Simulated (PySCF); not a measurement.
## Bonding in tetrahydrothiopyran-4-one

Tetrahydrothiopyran-4-one, C5H8OS.
SMILES with atom numbers: `[O:1]=[C:2]1[CH2:3][CH2:4][S:5][CH2:6][CH2:7]1` (hydrogens: H8, H9 on C3; H10, H11 on C4; H12, H13 on C6; H14, H15 on C7)

Cartesian coordinates in Å at the PBE0-D3(BJ)/def2-SVP level; atoms count from 1:
```xyz
15
C5H8OS angstrom
O      0.389    1.968    1.840
C      0.253    1.276    0.861
C     -1.117    0.866    0.356
C     -1.255   -0.639    0.139
S     -0.048   -1.290   -1.045
C      1.434   -0.724   -0.170
C      1.442    0.786    0.058
H     -1.860    1.232    1.081
H     -1.288    1.380   -0.606
H     -2.247   -0.884   -0.269
H     -1.155   -1.181    1.095
H      2.291   -1.027   -0.790
H      1.519   -1.263    0.788
H      2.351    1.102    0.592
H      1.419    1.294   -0.922
```

Bond orders from the PBE0/pcSseg-1 density (PySCF). The structure is a single PBE0-D3(BJ)/def2-SVP conformer in the gas phase; no vibrational or solvent corrections.

Problem. How far do the computed orders between heavy atoms stray from the drawn ones?

Solution. The largest departure is 0.038, at O1–C2 (drawn double, 2.038).

Problem. Set the Mayer orders of the bonds beside their lengths.

Solution. 
```csv
bond,drawn as,length (Å),Mayer order
O1–C2,double,1.207,2.038
C2–C3,single,1.516,0.974
C3–C4,single,1.527,0.998
C4–S5,single,1.812,1.000
S5–C6,single,1.812,1.000
C6–C7,single,1.527,0.998
C7–C2,single,1.516,0.974
C3–H8,single,1.100,0.934
C3–H9,single,1.104,0.922
C4–H10,single,1.100,0.943
C4–H11,single,1.103,0.930
C6–H12,single,1.100,0.943
C6–H13,single,1.103,0.930
C7–H14,single,1.100,0.934
C7–H15,single,1.104,0.923
```

Bonds between the same two heavy elements. C–C: lowest C2–C3 and C7–C2 (0.974, 1.516 Å), highest C3–C4 and C6–C7 (0.998, 1.527 Å); in 4 of the 6 pairs the longer bond (by over 0.003 Å) has the higher order (by 0.02 or more). C–S: all 2 within 0.02 of one another (1.000 to 1.000). Bonds named together lie within 0.004.

Problem. Sum the orders of all bonds at each heavy atom with more than one neighbour and set the sums beside the valence in the SMILES.

Solution. C2 3.986 (drawn 4), C3 3.828 (drawn 4), C4 3.871 (drawn 4), S5 2.000 (drawn 2), C6 3.871 (drawn 4), C7 3.829 (drawn 4). Orders between atoms that aren't bonded are not in these sums.

Mayer orders depend on the basis set.
